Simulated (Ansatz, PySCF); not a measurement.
Process, species as SMILES: [C-]#[N+]CC → [C-]#[N+]C[CH2] + H atom (the C-H bond at the site shown breaks; other sites are not compared here)
Each molecule is optimised on its own at B3LYP-D3(BJ)/def2-TZVP (Ansatz, a program for electronic structure), one conformer each, not searched for the lowest.
Geometry of the first species:
```xyz
9

C     -1.5290     0.2840    -0.1251
C     -0.2976    -0.5526    -0.4537
N      0.8749    -0.0301     0.1651
C      1.8162     0.4197     0.6833
H     -1.4021     1.3088    -0.4729
H     -1.7052     0.3036     0.9501
H     -2.4041    -0.1449    -0.6144
H     -0.4263    -1.5820    -0.1143
H     -0.1245    -0.5812    -1.5311
```

Property: bond dissociation energy (enthalpy at 298 K, with B3LYP-D3(BJ) rigid-rotor harmonic-oscillator terms from PySCF), in kcal/mol. Cores are frozen in the correlated levels unless marked. UHF or UKS for open shells. Spin-orbit coupling is left out. Non-relativistic. CBS marks a two-point X^-3 extrapolation of the correlation energy; Hartree-Fock from the larger set. [CCSD(T)-MP2]/basis is that difference in the basis named.

| level | program | bond dissociation energy (kcal/mol) |
|---|---|---|
| HF/cc-pVQZ | Ansatz | 77.0 |
| PBE0-D3(BJ)/def2-TZVP | Ansatz + dftd3 | 99.2 |

Q: Estimate the value at RI-MP2/CBS(aug-cc-pVTZ,aug-cc-pVQZ)+[CCSD(T)-MP2]/aug-cc-pVTZ as computed with Ansatz.

A: 103.7 kcal/mol
